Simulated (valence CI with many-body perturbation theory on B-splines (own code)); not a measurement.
## Pb⁴⁹⁺ in brief

Level of theory: valence CI with perturbative core correlation (CI+MBPT): five valence electrons over a frozen Dirac-Fock core [Ar] 3d10, a basis of 11 s, 11 p, 10 d, 8 f, 5 g, 2 h functions for each j, with the one-electron correlation potential Σ1 (screened to all orders), the two-electron term Σ2, the three-electron term Σ3, Breit, model QED; selected single and double excitations, second order for the rest, scaled by the run's own slope (own B-spline code, finite nucleus).

No measured spectrum was set against this ion. As an estimate, large intervals hold to a few tenths of a per cent, small ones and those within an open d or f shell to about a per cent. Among the levels kept, up to 2200 cm⁻¹ of a level comes from second order outside the variational space, and about a tenth of that is noise between levels of different J, which matters for small intervals.

Levels are named by their leading jj configuration (3d3/2^4 stands for four electrons in 3d with j = 3/2), which in mixed levels can hold well under half, so a name can repeat and another be missing.

Rates and lifetimes use the calculated energies. Strong lines usually hold to 10 to 20 %, long lifetimes can be off by a factor of two.

What is the ground level?

(4s^2 4p1/2^2 4p3/2) J=3/2, composition 48 % 4s2 4p3 2P° + 27 % 4s2 4p3 2D° + 25 % 4s2 4p3 4S°, g = 1.350.

Among levels below 54.696 Ry, which E1 lines absorb most strongly from the ground level?

to (4s^2 4p1/2 4p3/2 4d3/2) J=5/2 at 3.409 nm, f = 0.767; to (4s^2 4p1/2 4p3/2 4d3/2) J=3/2 at 3.391 nm, f = 0.667; to (4s 4p1/2^2 4p3/2^2) J=3/2 at 4.166 nm, f = 0.282.

Name the longest-lived excited levels whose lifetime is computed, and their main decay.

(4s^2 4p1/2 4p3/2 4d5/2) J=9/2 at 28.093 Ry lives 817 ns, mostly by E2 to (4s^2 4p1/2^2 4d5/2) J=5/2; (4s^2 4p1/2 4p3/2^2) J=5/2 at 12.105 Ry lives 114 ns, mostly by M1 to (4s^2 4p1/2^2 4p3/2) J=3/2; (4s^2 4p1/2 4p3/2^2) J=1/2 at 12.693 Ry lives 40.8 ns, mostly by M1 to (4s^2 4p1/2^2 4p3/2) J=3/2.

Where does the other parity begin?

At (4s^2 4p1/2^2 4d3/2) J=3/2, 13.443 Ry.

How well does LS coupling describe the low levels?

Among the lowest 20 levels the leading LS term, summed over configurations, holds 54 % on average. For single configurations the figures are 54 % in LS and 96 % in jj coupling. Terms mix most in the J = 5/2 level at 16.559 Ry, where the leading one holds 32 %.
